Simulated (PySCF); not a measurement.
All values below come from TPSSh-D3(BJ)/def2-TZVP // CAM-B3LYP-D3(BJ)/def2-TZVP run with PySCF 2.14.0. Gas-phase values, no solvent. One relaxed conformer stands for a flexible species; it need not be the lowest. Delta-SCF ions had no search for a lower state. Excitations are Tamm–Dancoff values on a coarser integration grid. The basis has no diffuse functions, so Rydberg states are missing or too high.

Reference species (SMILES): `OB(O)O` (neutral, multiplicity 1).

```
Quantity                                   Value
--------------------------------------  --------
S1 oscillator strength                     0.001
vertical ionisation energy (Delta-SCF)  11.49 eV
T1 excitation (TDA)                      7.36 eV
```

Changed species: `NB(O)O` (O–B–O–H torsion 0°, O–B–O–H torsion 180°) (1 of 3 OH replaced by NH2; the reference has 0 of 3 OH replaced by NH2).

Problem. What does the change do to the S1 oscillator strength, vertical ionisation energy (Delta-SCF) and T1 excitation (TDA)?

Solution. the S1 oscillator strength is nearly the same; the vertical ionisation energy (Delta-SCF) decreases by 1.62 eV, to 9.87 eV; the T1 excitation (TDA) falls by 1.09 eV, to 6.27 eV.
